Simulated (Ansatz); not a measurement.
Cartesian coordinates in Å:
```
I 0.556 0.795 2.337
Sn 0.163 -0.151 -0.131
I -2.200 0.725 -1.020
H 1.377 0.479 -1.140
H 0.103 -1.848 -0.046
```

The species carries charge 0 and has multiplicity 1. I, Sn: def2 effective core potential.

Q: List the ωB97M-V/def2-TZVPP orbital energies in eV (Ansatz 0.2.0). (Best estimate.)

A: Ansatz gave: Occupied: -190.82, -190.82, -144.35, -136.60, -136.60, -136.38, -136.38, -136.37, -136.37, -98.97, -98.91, -98.82, -55.50, -55.50, -55.42, -55.42, -55.42, -55.42, -55.22, -55.22, -55.22, -55.22, -32.53, -32.52, -32.44, -32.37, -32.35, -22.45, -21.96, -17.24, -12.70, -11.82, -11.43, -10.09, -10.00, -9.91, -9.75. Lowest empty: -0.36, 0.63, 1.66, 2.50, 3.14, 3.23, 3.47, 4.84.
